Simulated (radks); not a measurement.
Effect of the nuclear size on the krypton ion Kr22+, [Ne] 3s2 3p2. All-electron calculation, Dirac Kohn-Sham, exchange-only LDA, spin-unpolarised, spherical densities, finite nucleus; open shells are shared between the two j in proportion to 2j + 1; Fermi nuclear charge, rms radius 4.1884 fm. Program: a radial shooting solver on a logarithmic mesh with Libxc functionals. The rms radius is varied about that value; shifts are against it.

rms radius (fm)  total energy shift (eV)  density at nucleus (e/bohr^3)  1s1/2 shift (meV)  2s1/2 shift (meV)  2p1/2 shift (meV)  3s1/2 shift (meV)  3p1/2 shift (meV)  3p3/2 shift (meV)  4s1/2 (empty) shift (meV)
3.7235                            -0.132                      5.001e+04              -55.6              -5.72              0.460              -1.31              0.118              0.132                     -0.482
3.912                            -0.0802                      4.981e+04              -33.8              -3.48              0.280             -0.797              0.072              0.080                     -0.293
4.1884                                 0                      4.954e+04              0.000              0.000              0.000              0.000              0.000              0.000                      0.000
4.3601                            0.0523                      4.938e+04               22.0               2.27             -0.182              0.521             -0.047             -0.052                      0.191
5.068                              0.288                      4.879e+04                121               12.5              -1.01               2.87             -0.259             -0.288                       1.05

Slopes of the eigenvalues against <r^2> in GHz/fm^2, as finite differences over the two radii next to the reference (eigenvalue slopes, not the field-shift constants of lines): 1s1/2 3640, 2s1/2 375, 2p1/2 -30.1, 3s1/2 86.0, 3p1/2 -7.76, 3p3/2 -8.63, 4s1/2 (empty) 31.6.
